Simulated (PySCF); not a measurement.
## Correlation energy of Hg⁺ (mercury, charge +1)

[Xe] 4f14 5d10 6p1, 2P determinant (an excited configuration). Computed with PySCF 2.14 in def2-TZVPPD with the def2 core potential (60 electrons), with scalar relativity through the core potential. Frozen: nothing; 19 electrons correlated.

MP2 pair energies summed by pair of shells (mhartree):

```json
{"pair": "5d-5d", "energy": "-316.08", "share (%)": "57.2"}
{"pair": "5p-5d", "energy": "-132.69", "share (%)": "24.0"}
{"pair": "5p-5p", "energy": "-32.85", "share (%)": "5.9"}
{"pair": "5d-6p", "energy": "-30.09", "share (%)": "5.4"}
{"pair": "5s-5d", "energy": "-21.31", "share (%)": "3.9"}
{"pair": "5s-5p", "energy": "-15.12", "share (%)": "2.7"}
{"pair": "5s-5s", "energy": "-2.53", "share (%)": "0.5"}
{"pair": "5p-6p", "energy": "-2.22", "share (%)": "0.4"}
{"pair": "5s-6p", "energy": "-0.12", "share (%)": "0.0"}
```

Total MP2 correlation energy: -553.01 mhartree.

Same-spin part -186.52 and opposite-spin part -366.49 mhartree; SCS-MP2 scales them by 1/3 and 6/5 to -501.97 mhartree.

The basis has no tight functions for the innermost shells, so their pair energies are far from complete.

This basis was not built for core-valence correlation, so the inner-shell part is incomplete.
